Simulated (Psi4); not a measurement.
BiF2 (SMILES [F][Bi+][F]), charge +1, singlet, at a GFN2-xTB geometry (such geometries of metal compounds can be far from the true shape) (core potentials on Bi).

Psi4 was given this input:
```
memory 2 GB

molecule {
1 1
Bi    0.21401065    0.09550529    0.08737795
F    -1.10376564    0.60339354   -1.25736162
F    -0.86988811   -1.48416454    0.45154277
}

set {
  basis def2-tzvpd
}

energy('scf')
print_variables()
```

Task: Estimate the nuclear repulsion energy that HF/def2-TZVPD in Psi4 returns for this input.

Result: 128.1726 Eh

Task: Give the number of basis functions at the level HF/def2-TZVPD.

Result: 136

Task: Give the total energy at the level HF/def2-TZVPD.

Result: -412.2641 Eh
